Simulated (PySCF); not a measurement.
**One change at a time: excitation energies**

Theory: PySCF 2.14.0, density-fitted response routines, TDDFT CAM-B3LYP/def2-SVPD, vertical, gas phase, core orbitals frozen in the response. Geometries: GFN2-xTB; one conformer of each isolated species. Triplets are in the Tamm–Dancoff approximation.

Parent: `CC1=NN=C(C(F)(F)F)O1`, with lowest singlet excitation energy 5.52 eV, lowest triplet energy 4.43 eV, HOMO energy -10.01 eV, mean static polarisability 64.2 au, LUMO energy -0.30 eV, HOMO–LUMO gap 9.71 eV. Its spectrum: 225 nm (f 0.001); 189 nm (f 0.277); 182 nm (f 0.013); 170 nm (f 0.000); 157 nm (f 0.032).

Problem. Give the shifts from the parent for: CH3 replaced by CHO (`O=Cc1nnc(C(F)(F)F)o1`); CH3 replaced by ethynyl (`C#Cc1nnc(C(F)(F)F)o1`); CF3 replaced by vinyl (`C=Cc1nnc(C)o1`).

Solution. 

| change | SMILES | Δ S1 (eV) | Δ T1 (eV) | Δ HOMO (eV) | Δ α (au) | Δ LUMO (eV) | Δ gap (eV) |
| --- | --- | --- | --- | --- | --- | --- | --- |
| CH3 replaced by CHO | O=Cc1nnc(C(F)(F)F)o1 | -1.80 | -1.28 | -0.41 | +4.1 | -1.95 | -1.54 |
| CH3 replaced by ethynyl | C#Cc1nnc(C(F)(F)F)o1 | -0.46 | -0.76 | +0.29 | +12.9 | -1.02 | -1.30 |
| CF3 replaced by vinyl | C=Cc1nnc(C)o1 | -0.26 | -1.12 | +1.55 | +13.4 | -0.14 | -1.69 |

S1 falls most with CH3 replaced by CHO (-1.80 eV); all changes lower it. S1 is simply the lowest singlet of each species and needn't be the same kind of state throughout.

Lowest levels of each derivative:
- `O=Cc1nnc(C(F)(F)F)o1`: 3.72 eV (f 0.000); 4.70 eV (f 0.000); 5.80 eV (f 0.380)
- `C#Cc1nnc(C(F)(F)F)o1`: 5.06 eV (f 0.000); 5.46 eV (f 0.341); 5.61 eV (f 0.000)
- `C=Cc1nnc(C)o1`: 5.26 eV (f 0.001); 5.40 eV (f 0.490); 6.65 eV (f 0.008)
